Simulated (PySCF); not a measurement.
PySCF input:

```python
from pyscf import gto, scf, dft

mol = gto.M(
    atom='''
    Ge   -0.00295088   -0.00102521    0.06606827
    H     0.03968345   -1.12074649   -1.07507425
    H     0.05474478    1.15355319   -1.03911028
    ''',
    basis='def2-tzvpd',
    charge=0,
    spin=0,
    verbose=4,
)

mf = dft.RKS(mol, xc='tpssh').density_fit(auxbasis='def2-universal-jkfit')
mf.grids.level = 3
mf.conv_tol = 1e-9
mf.max_cycle = 100
mf.max_memory = 1500
mf.kernel()
if not mf.converged:
    mf = mf.newton()
    mf.kernel(mf.make_rdm1())
mf.analyze()
```

Question: Which total energy does the run end on?

Answer: -2078.11003 Eh (TPSSh/def2-TZVPD).
